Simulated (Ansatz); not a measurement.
Program: Ansatz. Geometries: PBE0-D4/def2-TZVP. ΔE: electronic, gas phase. CCSD(T)/CBS adds triple-zeta CCSD(T) − MP2 to the extrapolated MP2 energy (def2 sets, frozen cores). This one scheme is used for every species. DFT in def2-TZVPP. B3LYP here is the variant with VWN-RPA as its local correlation; programs differ in this. For Ge outer-core shells are correlated without core-valence functions, which leaves a few kJ/mol of doubt a bond. Scalar relativity is left out up to krypton. Each species was taken in one conformer, which may not be the lowest.

Consider the formal exchange of groups at a Ge–B bond: `[BH2][GeH2][SiH2][SiH3]` + `[SiH3][SiH2][GeH3]` → `[SiH3][SiH2][GeH2][GeH2][SiH2][SiH3]` + BH₃.

```tsv
level	ΔE (kJ/mol)
PBE0	-33.2
B3LYP	-29.8
```

(1) What does CCSD(T)/CBS give? (Best estimate.)

Largest T1 diagnostic among the species: 0.013.

Answers

(1) Ansatz gave: -47.5 kJ/mol. The listed levels differ from it by 14.3, 17.7 kJ/mol.

In def2-TZVPP, CCSD(T) changes the Hartree–Fock value by −12.7 kJ/mol (the triples alone add −2.5 kJ/mol) and MP2 by −20.4 kJ/mol. From PBE to PBE0 (25 % exact exchange), in def2-TZVPP and without D4, ΔE moves by −4.6 kJ/mol. The D4 term adds −21.0 kJ/mol with B3LYP and −13.0 kJ/mol with PBE0; it sums over pairs of atoms, weighted by their polarisabilities, and B3LYP, whose exchange is more repulsive, gets the larger term.
